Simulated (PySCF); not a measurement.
Compound: allyl acrylate, C₆H₈O₂.
Cartesian coordinates in Å at the GFN2-xTB level; atoms count from 1:
```xyz
16
C6H8O2 angstrom
C      3.3987    0.4856    0.1249
C      2.2622    0.4557   -0.5441
C      1.1322   -0.4708   -0.2332
O     -0.0882    0.2728   -0.2431
C     -1.2112   -0.4308   -0.0489
O     -1.2288   -1.6245    0.1235
C     -2.3978    0.4520   -0.0800
C     -3.6130   -0.0293    0.1357
H      3.5826   -0.1698    0.9603
H      4.1957    1.1581   -0.1410
H      2.0827    1.1192   -1.3781
H      1.0607   -1.2644   -0.9907
H      1.2576   -0.9503    0.7441
H     -2.2001    1.4928   -0.2861
H     -4.4919    0.5917    0.1182
H     -3.7491   -1.0790    0.3402
```

Computed, not measured: PBE0/def2-SVPD in PySCF (dipole) on a GFN2-xTB geometry, gas phase.

Take the most abundant isotopes and a rigid rotor. The values belong to one conformer with, in the numbering `[CH2:1]=[CH:2][CH2:3][O:4][C:5](=[O:6])[CH:7]=[CH2:8]`, C1–C2–C3–O4 134°, C2–C3–O4–C5 177°, C3–O4–C5–O6 0°, O4–C5–C7–C8 -178°.

(1) Give the principal moments of inertia and the rotational constants in GHz.

(2) What kind of rotor is it?

(3) What does the inertial defect say?

(4) Give the other two planar moments, Paa and Pbb, and the rms extents of the mass along the axes.

(5) List the rotational levels J(Ka,Kc) to J = 5 (MHz).

(6) Predict some low-J microwave lines.

(7) Estimate the classical rotational partition function at 10 K, 25 K and 50 K.

Answers

(1) Ia = 66.47, Ib = 568.61, Ic = 619.48 u·Å²; 505379 MHz·u·Å²/I gives 7603, 888.8 and 815.8 MHz, that is A = 7.6028, B = 0.8888, C = 0.8158 GHz.

(2) A near-prolate asymmetric top. Ray's parameter κ = (2B − A − C)/(A − C) = -0.978; −1 is the prolate and +1 the oblate limit.

(3) Not planar: Δ = Ic − Ia − Ib = -15.61 u·Å². For a rigid frame Δ = −2 Σ m c², so Σ m c² = 7.80 u·Å² lies off the ab plane: 4.15 from hydrogen and 3.66 from heavier atoms. The atom farthest from that plane is 1.14 Å away.

(4) Paa = Σ m a² = (Ib + Ic − Ia)/2 = 560.81 and Pbb = Σ m b² = (Ia + Ic − Ib)/2 = 58.67 u·Å². With the mass M = 112.05 u, the rms extents √(P/M) along a, b and c are 2.24, 0.72, 0.26 Å.

(5) Above 0(0,0):
J = 1: 1(0,1) 1705, 1(1,1) 8419, 1(1,0) 8492
J = 2: 2(0,2) 5113, 2(1,2) 11755, 2(1,1) 11974, 2(2,1) 32116, 2(2,0) 32116
J = 3: 3(0,3) 10225, 3(1,3) 16759, 3(1,2) 17197, 3(2,2) 37230, 3(2,1) 37233, 3(3,1) 70982, 3(3,0) 70983
J = 4: 4(0,4) 17037, 4(1,4) 23430, 4(1,3) 24160, 4(2,3) 44048, 4(2,2) 44056, 4(3,2) 77802, 4(3,1) 77802, 4(4,1) 125055, 4(4,0) 125055
J = 5: 5(0,5) 25548, 5(1,5) 31768, 5(1,4) 32863, 5(2,4) 52569, 5(2,3) 52590, 5(3,3) 86327, 5(3,2) 86327, 5(4,2) 133579, 5(4,1) 133579, 5(5,1) 194332, 5(5,0) 194332
Those of J = 1 are B + C, A + C and A + B.

(6) The dipole components are |μa| = 0.45 D, |μb| = 1.63 D, |μc| = 0.04 D. The squared components, which scale the intensities, stand as 0.07 : 1.00 : 0.00 (a : b : c). Some of the stronger lines:

```json
{"type": "b", "branch": "Q", "J(Ka,Kc)": "2(1,1) ← 2(0,2)", "MHz": "6861", "lower level (cm⁻¹)": "0.171"}
{"type": "b", "branch": "Q", "J(Ka,Kc)": "3(1,2) ← 3(0,3)", "MHz": "6972", "lower level (cm⁻¹)": "0.341"}
{"type": "b", "branch": "R", "J(Ka,Kc)": "1(1,1) ← 0(0,0)", "MHz": "8419", "lower level (cm⁻¹)": "0.000"}
{"type": "b", "branch": "R", "J(Ka,Kc)": "2(1,2) ← 1(0,1)", "MHz": "10050", "lower level (cm⁻¹)": "0.057"}
{"type": "b", "branch": "R", "J(Ka,Kc)": "3(1,3) ← 2(0,2)", "MHz": "11646", "lower level (cm⁻¹)": "0.171"}
{"type": "b", "branch": "Q", "J(Ka,Kc)": "3(2,1) ← 3(1,2)", "MHz": "20036", "lower level (cm⁻¹)": "0.574"}
{"type": "b", "branch": "Q", "J(Ka,Kc)": "2(2,0) ← 2(1,1)", "MHz": "20143", "lower level (cm⁻¹)": "0.399"}
{"type": "b", "branch": "R", "J(Ka,Kc)": "2(2,1) ← 1(1,0)", "MHz": "23624", "lower level (cm⁻¹)": "0.283"}
{"type": "b", "branch": "Q", "J(Ka,Kc)": "3(3,1) ← 3(2,2)", "MHz": "33753", "lower level (cm⁻¹)": "1.242"}
{"type": "b", "branch": "R", "J(Ka,Kc)": "3(3,1) ← 2(2,0)", "MHz": "38866", "lower level (cm⁻¹)": "1.071"}
{"type": "b", "branch": "R", "J(Ka,Kc)": "3(3,0) ← 2(2,1)", "MHz": "38867", "lower level (cm⁻¹)": "1.071"}
```

(7) Point group C1, symmetry number σ = 1; q = (√π/σ)·√((kT/h)³/(ABC)), k/h = 20836.6 MHz/K: 2270 at 10 K, 8980 at 25 K, 25400 at 50 K.

GFN2-xTB frequencies: not computed here. Zero-point vibration and centrifugal distortion are left out.

Time: 37 s; peak memory 0.89 GiB. Hardware: one thread of an Arm Neoverse V1, no GPU (shared host). This is the PBE0/def2-SVPD job that gave the dipole, with the excitations it also computed.
